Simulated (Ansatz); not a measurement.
Start from `[GeH3][C]1=CC1` and change one atom or group to get `C=CC1=CC1`.

Ansatz, PBE0-D4/def2-TZVP geometries, multiplicity 1. Each molecule was computed in one conformer, which needn't be the lowest.

Scalar relativity is left out up to krypton.

```
                                        property  `[GeH3][C]1=CC1`
             HOMO energy (B3LYP/def2-TZVPP) / eV             -7.02
           LUMO energy (ωB97M-V/def2-TZVPP) / eV              1.78
size of the dipole moment (B3LYP/def2-TZVPP) / D              0.43
              LUMO energy (PBE0/def2-TZVPP) / eV             -0.33
  size of the dipole moment (PBE/def2-TZVPP) / D              0.42
              HOMO energy (PBE0/def2-TZVPP) / eV             -7.23
```

Question: Give the same properties after the change, and the shifts. (Best estimate.)

Answer: Computed: 
```csv
property,`C=CC1=CC1`,shift
HOMO energy (B3LYP/def2-TZVPP) / eV,-6.41,0.61
LUMO energy (ωB97M-V/def2-TZVPP) / eV,1.00,-0.78
size of the dipole moment (B3LYP/def2-TZVPP) / D,0.56,0.13
LUMO energy (PBE0/def2-TZVPP) / eV,-1.07,-0.74
size of the dipole moment (PBE/def2-TZVPP) / D,0.53,0.11
HOMO energy (PBE0/def2-TZVPP) / eV,-6.61,0.62
```

With PBE0 the HOMO rises by 0.62 eV and the LUMO falls by 0.74 eV, so the gap narrows by about 1.36 eV. PBE moves the HOMO by 0.48 eV and ωB97M-V by 0.74 eV. Dipoles are sizes alone; their direction can turn.

B3LYP here is the variant with VWN-RPA as its local correlation; programs differ in this.
